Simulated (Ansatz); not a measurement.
Cartesian coordinates (Å):
SMILES: [OH][Ge]([O]C)([O]C)[O]C
```xyz
18

C     -0.3535     2.4622     0.9255
O     -0.9745     1.3970     0.2459
Ge    -0.0329     0.1482    -0.5430
O      0.7358     0.6176    -2.0503
O      1.2450    -0.2738     0.5828
C      2.3077    -1.1115     0.1966
O     -1.1450    -1.1475    -0.9421
C     -2.0927    -1.6031    -0.0047
H      0.4425     2.1132     1.6050
H      0.0847     3.1945     0.2242
H     -1.1199     2.9791     1.5231
H      0.1556     0.4680    -2.8056
H      1.9907    -2.1672     0.1228
H      2.7422    -0.8128    -0.7729
H      3.0939    -1.0444     0.9641
H     -1.6193    -2.1804     0.8095
H     -2.6618    -0.7725     0.4462
H     -2.7985    -2.2665    -0.5273
```
Charge 0, spin multiplicity 1.

Level of theory: frozen-core CCSD(T)/cc-pVDZ // PBE0-D3(BJ)/def2-SVP (Ansatz, a first-principles code).

```yaml
HF energy: -2494.30005 Ha
MP2 correlation energy: -1.28406 Ha
```

Task: Estimate the CCSD correlation energy, the (T) correction, the total energy and the T1 diagnostic.

Result: 
* **CCSD correlation energy**: -1.34716 Ha
* **(T) correction**: -0.03524 Ha
* **CCSD(T) total energy**: -2495.68245 Ha
* **T1 diagnostic**: 0.011
